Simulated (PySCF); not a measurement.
Si(Cl)(OH) (ClHOSi), SMILES O[Si]Cl (connectivity only; charge and spin as stated), neutral, multiplicity 1. Heavy atoms are numbered as in [Si:1]([Cl:2])[OH:3]. Hydrogens are named by the atom that carries them.

Geometry optimised at B3LYP-D3(BJ)/def2-TZVP. Other conformers were not sampled.

Method: M06-2X/def2-TZVPD run with PySCF.

Mulliken values depend strongly on the basis, most of all with diffuse functions as here. ESP charges are fitted to the potential on shells at 1.4 to 2.0 van der Waals radii. Atomic charges (e), one atom of each kind:

```
atom     Mulliken  meta-Löwdin  ESP fit
-------  --------  -----------  -------
Si1          0.35         0.67     0.16
Cl2         -0.27        -0.30    -0.10
O3 (OH)     -0.46        -0.72    -0.46
H on O3      0.38         0.36     0.40
```
